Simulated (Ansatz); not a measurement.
Geometry optimisation, UKS r2SCAN-D4/6-31G (Ansatz 0.2.0).

input.yaml

```yaml
crystal:
  periodic: [false, false, false]
  atoms:
    - { symbol: C, position_ang: [-1.7357, -0.7983, 1.3467] }
    - { symbol: B, position_ang: [-0.2443, -1.095, 1.1277] }
    - { symbol: C, position_ang: [0.6576, -0.3348, 0.0607] }
    - { symbol: O, position_ang: [0.0263, 0.6524, -0.6204] }
    - { symbol: Si, position_ang: [1.0014, 1.426, -1.7632] }
    - { symbol: H, position_ang: [-1.9504, -0.4256, 2.3852] }
    - { symbol: H, position_ang: [-2.3597, -1.6591, 1.1304] }
    - { symbol: H, position_ang: [-2.0787, 0.0787, 0.6546] }
    - { symbol: H, position_ang: [0.2429, -1.9292, 1.8316] }
    - { symbol: H, position_ang: [1.5282, 0.1255, 0.6726] }
    - { symbol: H, position_ang: [1.0751, -1.1082, -0.6031] }
    - { symbol: H, position_ang: [2.1301, 2.0869, -1.0132] }
    - { symbol: H, position_ang: [0.19, 2.4851, -2.4907] }
    - { symbol: H, position_ang: [-0.86346, 0.93497, -0.94991] }
magnetization:
  spin_polarized: true
basis:
  gaussian: { orbitals: "6-31G" }
hamiltonian:
  xc: r2scan
  dispersion: d4
relax:
  f_tol: 0.02
  max_steps: 50
output:
  orbitals: {}
```

Run as:

```bash
$ ansatz run input.yaml --threads 2 --pin off --max-ram 3072MiB --backend cpu --events-out ev --progress --plain --runs-dir out
```

Problem. Where does it end, and by what steps?

Solution. The forces met the threshold. The force dipped under the threshold on the way, but the program's further checks kept it going. Limits of this set-up: no polarisation functions. After 47 steps the energy has fallen by 2.716 eV; H13 moved furthest, 1.96 Å.

| step | energy less start (eV) | largest force component (eV/Å) | accepted |
| --- | --- | --- | --- |
| 0 | 0.0000 | 6.161 | yes |
| 2 | -2.4199 | 0.818 | yes |
| 4 | -2.5236 | 1.665 | no |
| 6 | -2.5995 | 0.184 | yes |
| 8 | -2.6051 | 0.022 | yes |
| 10 | -2.6056 | 0.028 | yes |
| 12 | -2.6059 | 0.053 | yes |
| 14 | -2.6067 | 0.094 | yes |
| 16 | -2.6077 | 0.105 | yes |
| 18 | -2.6090 | 0.188 | yes |
| 20 | -2.6107 | 0.041 | yes |
| 22 | -2.6118 | 0.192 | yes |
| 24 | -2.6217 | 0.032 | yes |
| 26 | -2.6242 | 0.543 | no |
| 28 | -2.6475 | 0.118 | yes |
| 30 | -2.6685 | 0.373 | yes |
| 32 | -2.6460 | 0.510 | no |
| 34 | -2.7088 | 0.048 | yes |
| 36 | -2.7107 | 0.050 | yes |
| 38 | -2.7121 | 0.045 | yes |
| 40 | -2.7136 | 0.124 | yes |
| 42 | -2.7147 | 0.116 | yes |
| 44 | -2.7155 | 0.031 | yes |
| 46 | -2.7158 | 0.041 | yes |
| 47 | -2.7159 | 0.017 | yes |

```xyz
14
Properties=species:S:1:pos:R:3
C -1.829 -0.938 1.212
B -0.272 -0.844 1.252
C 0.615 -0.025 0.261
O -0.109 0.731 -0.788
Si 0.709 1.909 -2.173
H -2.228 -0.591 2.179
H -2.138 -1.993 1.146
H -2.350 -0.379 0.424
H 0.331 -1.442 2.100
H 1.205 0.736 0.795
H 1.349 -0.664 -0.258
H 1.848 0.856 -2.395
H 1.514 2.639 -1.051
H -1.026 0.444 -0.936
```

Whether the end is a true minimum wasn't checked by a vibrational analysis.

The run took 3.5 min on 2 threads of Arm Neoverse V2, with other jobs on the host, peak memory 0.26 GiB.
